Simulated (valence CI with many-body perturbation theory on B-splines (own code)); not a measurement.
## Ba XLIV: electric-dipole lines

Calculated by relativistic CI+MBPT: three valence electrons over a frozen Dirac-Fock core [Ne], radial functions for each j: 11 s, 11 p, 9 d, 7 f, 5 g, 2 h, 1 i, with the one-electron correlation potential Σ1 (screened to all orders), the two-electron term Σ2, the three-electron term Σ3, Breit, model QED; selected single and double excitations, second order for the rest (own B-spline code, finite nucleus).

The last digits are not significant, and no measured levels were compared; by estimate large intervals hold to a few tenths of a per cent, small ones and those within an open d or f shell to about a per cent.

Lines 151 to 200 of 277 in falling wavelength, among levels below 649.01 eV, chosen from the strongest by gf and those to the six lowest levels. Wavelengths and rates use the calculated energies. Electric multipoles are in the length gauge, E1 and E2 with the static RPA response of the core. Weak lines are less certain than strong ones. Lines between different terms over intervals too small for the method are left out, as are lines whose strength nearly cancels. The highest levels of a list are the least certain.

Levels are named by their leading jj configuration (3d3/2^4 stands for four electrons in 3d with j = 3/2), which in mixed levels can hold well under half, so a name can repeat and another be missing. Letters in brackets count levels of one name in rising energy.

```tsv
λ vac (nm)	Upper	Lower	A (s⁻¹)	S (a.u.)
5.435	(3s 3p3/2^2) J=3/2	(3s^2 3p3/2) J=3/2	5.69e+11	1.80e-01
5.392	(3s 3p1/2 3d3/2) J=3/2 [a]	(3s 3p1/2^2) J=1/2	2.18e+10	6.74e-03
5.354	(3s 3p3/2 3d3/2) J=3/2 [a]	(3s 3p1/2 3p3/2) J=3/2 [b]	1.05e+09	3.18e-04
5.341	(3s 3p3/2 3d3/2) J=5/2 [a]	(3s 3p1/2 3p3/2) J=3/2 [b]	1.60e+10	7.22e-03
5.333	(3s 3p3/2 3d3/2) J=1/2 [a]	(3s 3p1/2 3p3/2) J=3/2 [b]	1.35e+10	2.03e-03
5.333	(3p1/2 3p3/2 3d3/2) J=5/2 [b]	(3s 3p1/2 3d3/2) J=5/2	4.08e+10	1.83e-02
5.315	(3p1/2 3p3/2^2) J=5/2	(3s 3p1/2 3p3/2) J=3/2 [a]	7.50e+09	3.34e-03
5.305	(3s 3p3/2 3d5/2) J=3/2 [b]	(3s^2 3d5/2) J=5/2	2.54e+11	7.50e-02
5.304	(3p1/2 3p3/2 3d3/2) J=3/2 [a]	(3p1/2^2 3p3/2) J=3/2	5.45e+10	1.60e-02
5.300	(3p1/2 3p3/2 3d5/2) J=5/2 [b]	(3s 3p1/2 3d5/2) J=5/2 [a]	6.90e+10	3.04e-02
5.262	(3s 3p3/2 3d5/2) J=5/2 [b]	(3s^2 3d5/2) J=5/2	1.84e+11	7.94e-02
5.198	(3p1/2 3p3/2^2) J=3/2	(3s 3p1/2 3p3/2) J=3/2 [a]	1.45e+11	4.01e-02
5.184	(3s 3p3/2 3d5/2) J=1/2	(3s^2 3d3/2) J=3/2	6.91e+10	9.50e-03
5.183	(3s 3d3/2^2) J=3/2	(3s 3p1/2 3d3/2) J=1/2	2.13e+11	5.87e-02
5.165	(3p3/2^3) J=3/2	(3s 3p3/2^2) J=5/2	8.36e+10	2.27e-02
5.164	(3s 3d3/2 3d5/2) J=7/2 [a]	(3s 3p1/2 3d5/2) J=5/2 [b]	3.89e+10	2.11e-02
5.150	(3p1/2 3p3/2 3d3/2) J=5/2 [b]	(3s 3p1/2 3d3/2) J=3/2 [a]	6.27e+10	2.54e-02
5.145	(3p1/2 3p3/2 3d5/2) J=3/2 [b]	(3s 3p1/2 3d5/2) J=5/2 [a]	5.07e+10	1.36e-02
5.118	(3s 3p3/2 3d5/2) J=3/2 [a]	(3s 3p1/2 3p3/2) J=1/2	1.14e+11	3.01e-02
5.079	(3s 3d3/2 3d5/2) J=5/2 [a]	(3s 3p1/2 3d5/2) J=3/2	2.74e+10	1.06e-02
5.069	(3p1/2 3p3/2^2) J=1/2	(3s 3p1/2 3p3/2) J=3/2 [a]	1.58e+10	2.03e-03
5.068	(3s 3d3/2^2) J=5/2	(3s 3p1/2 3d3/2) J=3/2 [b]	3.07e+11	1.18e-01
5.006	(3s 3p3/2 3d3/2) J=3/2 [a]	(3s 3p1/2 3p3/2) J=5/2	5.30e+10	1.31e-02
5.001	(3s 3d3/2 3d5/2) J=7/2 [a]	(3s 3p1/2 3d5/2) J=7/2	2.13e+11	1.05e-01
4.995	(3s 3p3/2 3d3/2) J=5/2 [a]	(3s 3p1/2 3p3/2) J=5/2	2.65e+11	9.76e-02
4.952	(3s 3p3/2 3d5/2) J=3/2 [a]	(3s 3p1/2 3p3/2) J=3/2 [b]	1.37e+11	3.27e-02
4.947	(3s 3p3/2 3d3/2) J=7/2	(3s 3p1/2 3p3/2) J=5/2	2.52e+11	1.20e-01
4.881	(3s 3d3/2 3d5/2) J=5/2 [a]	(3s 3p1/2 3d5/2) J=7/2	5.60e+10	1.93e-02
4.876	(3p1/2 3p3/2 3d3/2) J=3/2 [b]	(3p1/2^2 3p3/2) J=3/2	3.95e+11	9.04e-02
4.867	(3p1/2 3p3/2 3d3/2) J=5/2 [b]	(3p1/2^2 3p3/2) J=3/2	1.72e+11	5.85e-02
4.865	(3s 3d3/2 3d5/2) J=7/2 [a]	(3s 3p1/2 3d5/2) J=5/2 [a]	7.36e+10	3.35e-02
4.863	(3s 3d3/2 3d5/2) J=3/2 [b]	(3s 3p1/2 3d5/2) J=3/2	2.13e+11	4.82e-02
4.854	(3s 3d3/2 3d5/2) J=5/2 [b]	(3s 3p1/2 3d5/2) J=3/2	1.12e+11	3.80e-02
4.844	(3s 3p3/2 3d5/2) J=5/2 [a]	(3s 3p1/2 3p3/2) J=3/2 [b]	2.74e+09	9.23e-04
4.839	(3s 3p3/2 3d3/2) J=3/2 [b]	(3s 3p1/2 3p3/2) J=1/2	1.21e+11	2.71e-02
4.835	(3s 3p1/2 3d3/2) J=1/2	(3s 3p1/2^2) J=1/2	3.86e+11	4.30e-02
4.833	(3s 3d3/2 3d5/2) J=7/2 [b]	(3s 3p1/2 3d5/2) J=5/2 [b]	1.63e+11	7.26e-02
4.827	(3s 3d3/2 3d5/2) J=9/2	(3s 3p1/2 3d5/2) J=7/2	1.70e+11	9.41e-02
4.823	(3s 3d3/2 3d5/2) J=3/2 [b]	(3s 3p1/2 3d5/2) J=5/2 [b]	7.66e+10	1.70e-02
4.814	(3s 3d3/2 3d5/2) J=5/2 [b]	(3s 3p1/2 3d5/2) J=5/2 [b]	1.98e+11	6.55e-02
4.808	(3s 3d3/2^2) J=1/2	(3s 3p1/2 3d3/2) J=3/2 [b]	4.29e+11	4.71e-02
4.805	(3s 3p1/2 3d3/2) J=3/2 [b]	(3s 3p1/2^2) J=1/2	3.92e+11	8.58e-02
4.800	(3p1/2 3p3/2 3d3/2) J=1/2 [b]	(3p1/2^2 3p3/2) J=3/2	2.83e+11	3.09e-02
4.781	(3s 3d3/2 3d5/2) J=1/2	(3s 3p1/2 3d5/2) J=3/2	4.15e+11	4.47e-02
4.779	(3s 3d3/2^2) J=1/2	(3s 3p1/2 3d3/2) J=1/2	2.39e+11	2.57e-02
4.777	(3s 3p3/2 3d3/2) J=3/2 [a]	(3s 3p1/2 3p3/2) J=3/2 [a]	2.61e+11	5.63e-02
4.768	(3s 3p3/2 3d3/2) J=5/2 [a]	(3s 3p1/2 3p3/2) J=3/2 [a]	1.21e+11	3.88e-02
4.761	(3s 3p3/2 3d3/2) J=1/2 [a]	(3s 3p1/2 3p3/2) J=3/2 [a]	2.67e+11	2.85e-02
4.758	(3s^2 3d3/2) J=3/2	(3s^2 3p1/2) J=1/2	5.29e+11	1.13e-01
4.757	(3s 3p3/2 3d3/2) J=1/2 [b]	(3s 3p1/2 3p3/2) J=1/2	2.79e+11	2.97e-02
```
